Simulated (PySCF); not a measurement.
**Dipole response of In²⁺ (indium, charge +2)**

[Kr] 4d10 5s1, 2S determinant. All numbers are calculated (PySCF 2.14, scalar relativity by spin-free X2C-1e, in ANO-RCC-VTZP (7s6p4d2f1g, 68 functions)). Coupled (time-dependent) response in atomic units; α is the mean over directions. The basis has no added diffuse functions, which lowers α and C₆.

| method | mean α (bohr³) | C₆ (like pair) | S(−4) |
| --- | --- | --- | --- |
| wB97X-V | 14.35 | 67.74 | 145.1 |

S(−4) is the Cauchy moment in α(ω) = α(0) + S(−4) ω² + …

α(iu) at wB97X-V:

| u (hartree) | α(iu) (bohr³) |
| --- | --- |
| 0 | 14.35 |
| 0.0500 | 14.00 |
| 0.100 | 13.07 |
| 0.200 | 10.55 |
| 0.300 | 8.348 |
| 0.500 | 5.711 |
| 0.750 | 4.149 |
| 1.00 | 3.304 |
| 1.50 | 2.351 |
| 2.00 | 1.782 |
| 3.00 | 1.111 |
| 5.00 | 0.5289 |

For an ion, C₆ is the dispersion term alone; charge-induced terms of lower order in 1/R come first.
